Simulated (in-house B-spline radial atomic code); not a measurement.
# OLYP excitations of Hg

Method: OLYP. Computed with an all-electron radial atomic-structure program (B-spline basis): linear response of the closed shell [Xe] 4f14 5d10 6s2 with the functional's adiabatic kernel; scalar-relativistic (spin-free one-electron X2C), finite nucleus, no spin-orbit coupling, no double excitations, S, P, D and F terms only; shells from n = 4 respond. Only terms of natural parity with L up to 3 were computed.

Spin-orbit coupling is strong here, so these LS terms don't match observed levels.

Command:
```bash
python run_td.py task.json out
```
Settings (radii: box in bohr, nucleus in fm):
```
Z                        80
electrons                80
configuration            [Xe] 4f14 5d10 6s2
hamiltonian              x2c
method                   optx,lyp
box_radius               75
rms_radius               5.4648
intervals                76
```

Time taken, with all properties: 7.1 s on 1 thread of Arm Neoverse N1, on a shared host.

The lowest states, in the order of their Tamm-Dancoff energies; the method's threshold (minus the highest occupied level) is 6.494 eV. Labels give the largest channel, * marks a mixed state, and oscillator strengths are full-response dipole values. Measured ¹D terms are left out, since they can mix with doubly excited terms. Semilocal kernels can invert the small singlet-triplet splittings of Rydberg terms. Energies in eV:

```
     state  full response  Tamm-Dancoff  oscillator strength  measured (J-weighted term)
6s → 6p 3P          5.029         5.127                    -                           -
6s → 6p 1P              ?             ?                    ?                           -
6s → 7s 3S              ?             ?                    -                           ?
```

(1) Where does 6s → 7s 3S lie?

(2) Where does 6s → 6p 1P lie?

(3) How large is the singlet-triplet splitting of 6s → 6p (P terms) in Tamm-Dancoff?

(4) What polarisabilities and dispersion coefficient does the method give?

## Answers

(1) At 6.286 eV in full response, 6.289 eV in Tamm-Dancoff; measured 7.731 eV.

(2) At 6.026 eV in full response, 6.121 eV in Tamm-Dancoff, oscillator strength 0.83.

(3) 0.994 eV, from the unrounded values.

(4) Dipole 36.03 bohr³, quadrupole 292.3 bohr⁵, C6 350.5 hartree·bohr⁶ for two such species. Recommended dipole value: 33.91 ± 0.34 bohr³ (Schwerdtfeger and Nagle, table of static dipole polarizabilities (2023 update)), which includes relativity and correlation.
